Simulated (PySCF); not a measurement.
Static response to an electric field

Species: C6H6NP.
Geometry (GFN2-xTB, Å), atoms numbered from 1 in this order:
```
atom  x, y, z in Å
C1    -2.7148    0.5887    0.4817
C2    -1.7981   -0.3715    0.4441
C3    -0.3646   -0.1495    0.3341
C4     0.4792   -1.2582    0.3090
N5     1.7932   -1.2811    0.2175
C6     2.4789   -0.1540    0.1324
C7     1.9549    1.1230    0.1268
P8     0.2644    1.4877    0.2356
H9    -2.4427    1.6315    0.4304
H10   -3.7644    0.3665    0.5643
H11   -2.1024   -1.4102    0.4978
H12    0.0284   -2.2454    0.3720
H13    3.5532   -0.2907    0.0618
H14    2.6342    1.9627    0.0503
```

Level: B3LYP/def2-SVPD (PySCF), static field, nuclei fixed, core orbitals frozen in the response. The polarisability tensor in these axes (au):

```
x   146.44  -5.02  -6.12
y    -5.02 105.93  -1.15
z    -6.12  -1.15  59.47
```

Q: Diagonalise the tensor; give its mean and Δα, where Δα² is half the sum of the squared differences of the eigenvalues.

A: Principal values 59.00, 105.39 and 147.46 au; mean 103.95 au = 15.40 Å³ = 17.14 × 10⁻⁴⁰ C²·m²/J; Δα = 76.64 au (74 % of the mean).

Q: What is the dipole moment, and where does it point?

A: (-0.71, 0.86, 0.02) D, 1.11 D in size, pointing from the negative to the positive side. Measured along this direction, the outermost atoms are H13 at the negative end and H9 at the positive end.

Q: Give the eigenvalues of the traceless quadrupole moment Θ = ½Σq(3rr − r²1), origin at the centre of nuclear charge.

A: -7.49, -4.20, 11.70 D·Å. The values depend on the origin, since the dipole doesn't vanish. The electronic extent ⟨r²⟩ about the same centre is 1076 bohr², a root-mean-square distance of 2.17 Å for the 64 electrons.

Q: Find the Langevin capture rate constant for O2+ (31.990 u) meeting this molecule (123.024 u), k = 2.342 × 10⁻⁹ cm³/s × √(α in Å³ / reduced mass in u).

A: The reduced mass is 25.39 u, so k = 1.82 × 10⁻⁹ cm³/s. The formula leaves out the permanent dipole, which adds to the capture rate.

Q: Refractivity n − 1 of an ideal gas of it at 500 K and 1 atm, from the electronic α?

A: N = p/kT = 1.4678 × 10¹⁹ cm⁻³, so n − 1 = 2π × N × 15.40 × 10⁻²⁴ cm³ = 1421 × 10⁻⁶ at long wavelengths, for an ideal gas.

Q: Directions of the eigenvectors, and the extent of the frame along each?

A: Largest value along (0.99, -0.12, -0.07), where the nuclei span 7.36 Å; middle along (0.12, 0.99, -0.04), 4.49 Å; least along (0.07, 0.03, 1.00), 0.01 Å. The response follows the extents in order.

Q: What depolarisation ratio follows for Rayleigh scattering of linearly polarised light, taking the static tensor?

A: ρ = 3Δα²/(45ᾱ² + 4Δα²) = 17620.3/(486223 + 23493.7) = 0.0346.

One conformer (not necessarily the lowest) at the GFN2-xTB geometry, without solvent, vibrations or thermal averaging.
